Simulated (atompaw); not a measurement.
Reading a pseudo-wave (P (Z = 15))

Columns: radius, all-electron u(r) and pseudo u(r) of the 2p shell (level -125.84 eV) of phosphorus in the configuration [He] 2s2 2p6 3s1 3p4; PBEsol, non-relativistic, PAW (atompaw) scheme, atompaw 4.2.0.5.

| r (bohr) | all-electron | pseudo |
| --- | --- | --- |
| 0.035 | 0.1009 | 0.0274 |
| 0.069 | 0.3081 | 0.1042 |
| 0.104 | 0.5507 | 0.2276 |
| 0.138 | 0.7738 | 0.3801 |
| 0.173 | 0.9706 | 0.5570 |
| 0.208 | 1.1269 | 0.7390 |
| 0.242 | 1.2396 | 0.9069 |
| 0.277 | 1.3181 | 1.0585 |
| 0.312 | 1.3633 | 1.1790 |
| 0.346 | 1.3804 | 1.2613 |
| 0.381 | 1.3754 | 1.3090 |
| 0.415 | 1.3531 | 1.3218 |
| 0.450 | 1.3164 | 1.3060 |
| 0.485 | 1.2691 | 1.2679 |
| 0.519 | 1.2161 | 1.2170 |
| 0.554 | 1.1566 | 1.1570 |
| 0.588 | 1.0958 | 1.0958 |
| 0.623 | 1.0317 | 1.0317 |
| 0.658 | 0.9674 | 0.9674 |
| 0.692 | 0.9056 | 0.9056 |
| 0.727 | 0.8434 | 0.8434 |
| 0.762 | 0.7833 | 0.7833 |
| 0.796 | 0.7273 | 0.7273 |
| 0.831 | 0.6723 | 0.6723 |
| 0.865 | 0.6217 | 0.6217 |
| 0.900 | 0.5725 | 0.5725 |

**Question.** How many radial nodes do the two functions have?

**Answer.** The all-electron 2p function has n − l − 1 = 0; the pseudo-wave has 0.

**Question.** At about which radius was the pseudo-wave matched?

**Answer.** 0.60 bohr. The columns agree to 0.0005 from 0.55 bohr on; several derivatives are matched, so the curves merge somewhat inside the radius.

**Question.** Is the pseudo-wave norm-conserving?

**Answer.** No, it belongs to a PAW set: the norm inside the radius is not constrained, and the difference is carried by the augmentation charge.
